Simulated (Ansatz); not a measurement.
AlBr2HS (`[SH][Al]([Br])[Br]`), one more setting.

```yaml
crystal:
  periodic: [false, false, false]
  atoms:
    - {symbol: S, position_ang: [-0.077659, 1.575337, 0.237991]}
    - {symbol: Al, position_ang: [0.247389, -0.628738, 0.115928]}
    - {symbol: Br, position_ang: [1.702743, -1.444264, 1.470477]}
    - {symbol: Br, position_ang: [-1.006596, -1.681905, -1.252683]}
    - {symbol: H, position_ang: [-0.921798, 1.849714, -0.537384]}
basis:
  gaussian: {orbitals: STO-3G}
hamiltonian: {xc: {name: PBE0-DH}}
output: {forces: true}
```

```sh
$ ansatz run in.yaml --threads 4 --pin off --events-out ev --progress --plain --max-ram 10444MiB
```

Shortened log:

```
Functional definition: PBE0-DH
559 factors; integrals over basis functions are off by at most 1.9e-5 eV
mean field evaluation 1: about -155791.2448 eV, gradient 2.5e1 eV
mean field evaluation 2: about -155791.2445 eV, gradient 2.5e1 eV
mean field evaluation 4: about -155794.0744 eV, gradient 7.4e-1 eV
mean field evaluation 8: about -155794.0764 eV, gradient 3.8e-3 eV
mean field -155794.07642330 eV, -5725.3267075383 hartree, gradient 1.4e-6 eV, S^2 0.000000; 0 other end points of the search recorded, 0 dependent functions left out
28 core orbitals not correlated: weight in the atoms' cores, before any rotation towards them, 0.999 or more for the frozen orbitals, at most 0.000 for the correlated occupied ones
reference -155794.07643153 eV, -5725.3267078409 hartree; 22, 22 occupied and 5, 5 virtual orbitals, 559 factors
second order -1.94538374 eV of doubles, -0.00000000 eV of singles
mean field evaluation 16: about -155794.0764 eV, gradient 1.4e-6 eV
Total energy: -155794.31960450 eV, -5725.3356442827 hartree
Atom 0 at    -0.077659     1.575337     0.237991 Å, force     7.025360    -3.812341     6.103400 eV/Å
Atom 1 at     0.247389    -0.628738     0.115928 Å, force    -0.731701     3.828130     0.139682 eV/Å
Atom 2 at     1.702743    -1.444264     1.470477 Å, force     0.344407    -0.340743     0.240664 eV/Å
Atom 3 at    -1.006596    -1.681905    -1.252683 Å, force    -0.475315    -0.786473    -0.633402 eV/Å
Atom 4 at    -0.921798     1.849714    -0.537384 Å, force    -6.162752     1.111428    -5.850343 eV/Å
Dipole moment:    -0.101791     0.031423    -0.152889 e Å
```

It took 1.1 s on 4 threads of an Arm Neoverse V2 on a shared host, with 0.15 GiB of host memory at the peak.
